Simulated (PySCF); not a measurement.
# Basis-set dependence of population analyses: `[NH3+][AlH2-][S]C(F)(F)F`

Compound: CH5AlF3NS.
Cartesian coordinates in Å at the PBE0-D3(BJ)/def2-SVP level; atoms count from 1:
```xyz
12
CH5AlF3NS angstrom
N      2.1915    0.3879   -0.2366
Al     0.4586   -0.7180   -0.0673
S     -0.7753    1.1565    0.3714
C     -2.3166    0.2781    0.6542
F     -2.7690    0.4183    1.8964
F     -3.2843    0.6762   -0.1647
F     -2.1538   -1.0526    0.4494
H      2.3716    0.9195    0.6178
H      2.1442    1.0569   -1.0078
H      3.0044   -0.2090   -0.4003
H      0.3412   -1.3100   -1.5409
H      0.8265   -1.6319    1.1836
```

PBE0 throughout (PySCF), one geometry, spherical d and f functions. The structure is a single PBE0-D3(BJ)/def2-SVP conformer in the gas phase; no vibrational or solvent corrections. Atoms taken as equivalent share a column and are averaged.

Mulliken charges (e):

```csv
basis,functions,N1,Al2,S3,C4,F5/F6/F7,H8/H9/H10,H11/H12
STO-3G,48,-0.493,+0.671,-0.228,+0.225,-0.123,+0.241,-0.265
6-31G,81,-0.974,+0.635,-0.191,+0.482,-0.258,+0.396,-0.182
pcSseg-0,81,-0.919,+0.872,-0.301,+0.668,-0.309,+0.374,-0.258
6-31G*,116,-0.986,+0.376,-0.284,+0.736,-0.280,+0.412,-0.118
cc-pVDZ,131,-0.145,+0.282,-0.308,+0.429,-0.154,+0.154,-0.130
def2-SVP,131,-0.252,+0.523,-0.394,+0.499,-0.176,+0.176,-0.189
aug-cc-pVDZ,214,-0.235,+0.145,-0.279,+1.073,-0.431,+0.119,+0.116
"6-311+G(2d,p)",235,-0.780,+0.549,-0.262,+0.634,-0.255,+0.307,-0.149
def2-TZVP,259,-0.566,+0.284,-0.341,+0.461,-0.152,+0.295,-0.132
cc-pVTZ,288,-0.139,+0.225,-0.325,+0.449,-0.147,+0.169,-0.139
IGLO-III,313,-0.684,+0.903,-0.302,+0.350,-0.186,+0.303,-0.309
```

IAO charges (e):

```json
{"basis": "STO-3G", "functions": "48", "N1": "-0.531", "Al2": "+0.789", "S3": "-0.278", "C4": "+0.323", "F5/F6/F7": "-0.150", "H8/H9/H10": "+0.256", "H11/H12": "-0.311"}
{"basis": "6-31G", "functions": "81", "N1": "-0.629", "Al2": "+0.491", "S3": "-0.279", "C4": "+0.623", "F5/F6/F7": "-0.244", "H8/H9/H10": "+0.304", "H11/H12": "-0.193"}
{"basis": "pcSseg-0", "functions": "81", "N1": "-0.603", "Al2": "+0.509", "S3": "-0.304", "C4": "+0.629", "F5/F6/F7": "-0.239", "H8/H9/H10": "+0.296", "H11/H12": "-0.201"}
{"basis": "6-31G*", "functions": "116", "N1": "-0.619", "Al2": "+0.554", "S3": "-0.301", "C4": "+0.705", "F5/F6/F7": "-0.263", "H8/H9/H10": "+0.297", "H11/H12": "-0.220"}
{"basis": "cc-pVDZ", "functions": "131", "N1": "-0.612", "Al2": "+0.551", "S3": "-0.301", "C4": "+0.704", "F5/F6/F7": "-0.262", "H8/H9/H10": "+0.295", "H11/H12": "-0.220"}
{"basis": "def2-SVP", "functions": "131", "N1": "-0.603", "Al2": "+0.570", "S3": "-0.301", "C4": "+0.704", "F5/F6/F7": "-0.263", "H8/H9/H10": "+0.293", "H11/H12": "-0.230"}
{"basis": "aug-cc-pVDZ", "functions": "214", "N1": "-0.630", "Al2": "+0.560", "S3": "-0.296", "C4": "+0.712", "F5/F6/F7": "-0.270", "H8/H9/H10": "+0.301", "H11/H12": "-0.220"}
{"basis": "6-311+G(2d,p)", "functions": "235", "N1": "-0.637", "Al2": "+0.581", "S3": "-0.292", "C4": "+0.707", "F5/F6/F7": "-0.270", "H8/H9/H10": "+0.302", "H11/H12": "-0.227"}
{"basis": "def2-TZVP", "functions": "259", "N1": "-0.636", "Al2": "+0.586", "S3": "-0.296", "C4": "+0.718", "F5/F6/F7": "-0.272", "H8/H9/H10": "+0.301", "H11/H12": "-0.229"}
{"basis": "cc-pVTZ", "functions": "288", "N1": "-0.636", "Al2": "+0.578", "S3": "-0.300", "C4": "+0.719", "F5/F6/F7": "-0.271", "H8/H9/H10": "+0.302", "H11/H12": "-0.227"}
{"basis": "IGLO-III", "functions": "313", "N1": "-0.638", "Al2": "+0.585", "S3": "-0.289", "C4": "+0.711", "F5/F6/F7": "-0.272", "H8/H9/H10": "+0.302", "H11/H12": "-0.229"}
```

Hirshfeld charges (e):

| basis | functions | N1 | Al2 | S3 | C4 | F5/F6/F7 | H8/H9/H10 | H11/H12 |
| --- | --- | --- | --- | --- | --- | --- | --- | --- |
| STO-3G | 48 | -0.089 | +0.440 | -0.290 | +0.230 | -0.093 | +0.137 | -0.211 |
| 6-31G | 81 | -0.131 | +0.276 | -0.255 | +0.244 | -0.090 | +0.164 | -0.178 |
| pcSseg-0 | 81 | -0.130 | +0.294 | -0.239 | +0.237 | -0.090 | +0.163 | -0.191 |
| 6-31G* | 116 | -0.128 | +0.258 | -0.260 | +0.240 | -0.079 | +0.163 | -0.182 |
| cc-pVDZ | 131 | -0.145 | +0.280 | -0.238 | +0.228 | -0.078 | +0.163 | -0.191 |
| def2-SVP | 131 | -0.145 | +0.278 | -0.223 | +0.238 | -0.085 | +0.165 | -0.194 |
| aug-cc-pVDZ | 214 | -0.173 | +0.312 | -0.209 | +0.228 | -0.090 | +0.163 | -0.188 |
| 6-311+G(2d,p) | 235 | -0.163 | +0.310 | -0.211 | +0.228 | -0.092 | +0.162 | -0.188 |
| def2-TZVP | 259 | -0.163 | +0.297 | -0.214 | +0.229 | -0.088 | +0.165 | -0.189 |
| cc-pVTZ | 288 | -0.164 | +0.293 | -0.223 | +0.230 | -0.084 | +0.165 | -0.189 |
| IGLO-III | 313 | -0.171 | +0.299 | -0.192 | +0.228 | -0.094 | +0.164 | -0.188 |

ESP-fitted charges (e):

| basis | functions | N1 | Al2 | S3 | C4 | F5/F6/F7 | H8/H9/H10 | H11/H12 |
| --- | --- | --- | --- | --- | --- | --- | --- | --- |
| STO-3G | 48 | -0.511 | +0.525 | -0.462 | +0.569 | -0.163 | +0.286 | -0.245 |
| 6-31G | 81 | -0.661 | +0.587 | -0.526 | +0.667 | -0.196 | +0.343 | -0.253 |
| pcSseg-0 | 81 | -0.699 | +0.773 | -0.574 | +0.735 | -0.213 | +0.349 | -0.322 |
| 6-31G* | 116 | -0.670 | +0.482 | -0.393 | +0.269 | -0.083 | +0.340 | -0.229 |
| cc-pVDZ | 131 | -0.610 | +0.455 | -0.367 | +0.320 | -0.100 | +0.319 | -0.227 |
| def2-SVP | 131 | -0.590 | +0.521 | -0.384 | +0.356 | -0.114 | +0.314 | -0.251 |
| aug-cc-pVDZ | 214 | -0.719 | +0.576 | -0.365 | +0.331 | -0.113 | +0.340 | -0.253 |
| 6-311+G(2d,p) | 235 | -0.719 | +0.565 | -0.343 | +0.283 | -0.103 | +0.342 | -0.251 |
| def2-TZVP | 259 | -0.712 | +0.563 | -0.346 | +0.281 | -0.100 | +0.340 | -0.254 |
| cc-pVTZ | 288 | -0.690 | +0.550 | -0.351 | +0.273 | -0.094 | +0.334 | -0.251 |
| IGLO-III | 313 | -0.700 | +0.545 | -0.309 | +0.205 | -0.083 | +0.336 | -0.250 |

Some averages cover members that differ in this geometry, most widely: F5/F6/F7, Mulliken in aug-cc-pVDZ -0.483 to -0.404; H8/H9/H10, Mulliken in aug-cc-pVDZ +0.095 to +0.131; H8/H9/H10, ESP-fitted in 6-31G +0.321 to +0.357; F5/F6/F7, Mulliken in IGLO-III -0.208 to -0.174 e.

Problem. Which scheme is steadiest as the basis changes?

Solution. Largest range over the bases for any column: Hirshfeld 0.18 e, IAO 0.40 e, ESP-fitted 0.53 e, Mulliken 0.85 e. Hirshfeld charges move least and Mulliken charges most, counted in e. Without the minimal STO-3G basis the ranges are Hirshfeld 0.07, IAO 0.10, ESP-fitted 0.53, Mulliken 0.85 e.

Problem. How much do the charges still move between the two largest bases, cc-pVTZ and IGLO-III?

Solution. At most, over all atoms: Mulliken 0.678 e, IAO 0.011 e, Hirshfeld 0.032 e, ESP-fitted 0.068 e.

Problem. What do the same runs give for the total energy, the frontier levels and the dipole moment?

Solution. 
| basis | energy (Eh) | HOMO (eV) | LUMO (eV) | μ (D) |
| --- | --- | --- | --- | --- |
| STO-3G | -1022.6085 | -2.19 | 7.06 | 6.73 |
| 6-31G | -1035.2478 | -7.00 | -0.40 | 7.63 |
| pcSseg-0 | -1033.7789 | -7.23 | -0.38 | 7.63 |
| 6-31G* | -1035.3909 | -6.80 | -0.22 | 6.85 |
| cc-pVDZ | -1035.4599 | -6.85 | -0.28 | 6.77 |
| def2-SVP | -1034.9399 | -6.92 | -0.30 | 7.00 |
| aug-cc-pVDZ | -1035.4969 | -7.06 | -1.24 | 6.84 |
| 6-311+G(2d,p) | -1035.5900 | -7.07 | -1.13 | 7.00 |
| def2-TZVP | -1035.6349 | -7.04 | -0.73 | 6.90 |
| cc-pVTZ | -1035.6217 | -7.01 | -0.64 | 6.79 |
| IGLO-III | -1035.6378 | -7.01 | -0.87 | 6.95 |

The dipole is fixed by the density alone, so its range of 0.90 D shows that the density itself changes with the basis, not only its division among atoms.
